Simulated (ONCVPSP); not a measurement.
**Logarithmic derivatives: tungsten, ONCV**

tungsten (W), optimised norm-conserving Vanderbilt (ONCV), made with ONCVPSP 4.0.1 (PBE, scalar-relativistic). Core [Kr] 4d10 4f14, reference 5s2 5p6 5d4 6s2. Waves: 5s+6s: rc 1.60 bohr, ncon 4, nbas 8, qcut 8.2 1/bohr, 3 projectors, debl 1.4 Ha; 5p: rc 1.45 bohr, ncon 5, nbas 10, qcut 9.9 1/bohr, 2 projectors, debl 3.9 Ha; 5d: rc 2.25 bohr, ncon 3, nbas 8, qcut 6.1 1/bohr, 1 projector; f scattering state at 0.24 Ha: rc 2.15 bohr, ncon 4, nbas 8, qcut 5.5 1/bohr, 2 projectors, debl 1.6 Ha. Local part: polynomial inside 1.05 bohr (lpopt 4, dvloc0 0 Ha). Core correction: Teter function fitted to the true core (icmod 2), fcfact 0.25.

The phase is arctan(r·R′/R) of the radial function R(r), unwrapped; energies in Ha, scanned from -4 to 5 Ha. A pole is an energy at which the radial function vanishes at the test radius. The pseudo phase is shifted by a multiple of π to meet the all-electron one at the reference energy, and phase errors are pseudo minus all-electron; the curves can meet again beyond the range given. Levels narrower than the energy grid can be missing from the lists of poles.

```tsv
channel	radius (bohr)	reference energy (Ha)	poles, all-electron	poles, pseudo	unbroken range about the reference energy with phases within 0.05 rad	phase error 1 Ha above the reference energy (rad)
s	1.62	-0.21	-2.26	-2.26	the whole range	+0.000
p	1.47	-1.59	0.33	0.33	the whole range	-0.000
d	2.28	-0.16	0.40, 4.97	0.40, 4.75	the whole range	+0.000
f	2.19	0.24	-1.21, 2.77	2.73	-1.1 to 3.4	-0.003
```

Phases in the p channel:

| E (Ha) | all-electron | pseudo |
| --- | --- | --- |
| -3.98 | 0.950 | 0.949 |
| -3.74 | 0.862 | 0.862 |
| -3.50 | 0.743 | 0.743 |
| -3.26 | 0.575 | 0.575 |
| -3.02 | 0.338 | 0.338 |
| -2.78 | 0.023 | 0.023 |
| -2.54 | -0.332 | -0.333 |
| -2.30 | -0.652 | -0.653 |
| -2.06 | -0.895 | -0.895 |
| -1.82 | -1.068 | -1.068 |
| -1.58 | -1.191 | -1.191 |
| -1.34 | -1.282 | -1.282 |
| -1.10 | -1.351 | -1.351 |
| -0.86 | -1.406 | -1.406 |
| -0.62 | -1.450 | -1.450 |
| -0.38 | -1.487 | -1.487 |
| -0.14 | -1.519 | -1.519 |
| 0.10 | -1.547 | -1.547 |
| 0.34 | -1.572 | -1.572 |
| 0.58 | -1.595 | -1.595 |
| 0.82 | -1.617 | -1.617 |
| 1.06 | -1.638 | -1.638 |
| 1.30 | -1.658 | -1.658 |
| 1.54 | -1.678 | -1.678 |
| 1.78 | -1.698 | -1.698 |
| 2.02 | -1.719 | -1.719 |
| 2.26 | -1.741 | -1.741 |
| 2.50 | -1.765 | -1.765 |
| 2.74 | -1.790 | -1.790 |
| 2.98 | -1.819 | -1.819 |
| 3.22 | -1.851 | -1.851 |
| 3.46 | -1.889 | -1.889 |
| 3.70 | -1.933 | -1.934 |
| 3.94 | -1.988 | -1.988 |
| 4.18 | -2.055 | -2.057 |
| 4.42 | -2.142 | -2.144 |
| 4.66 | -2.257 | -2.261 |
| 4.90 | -2.413 | -2.420 |
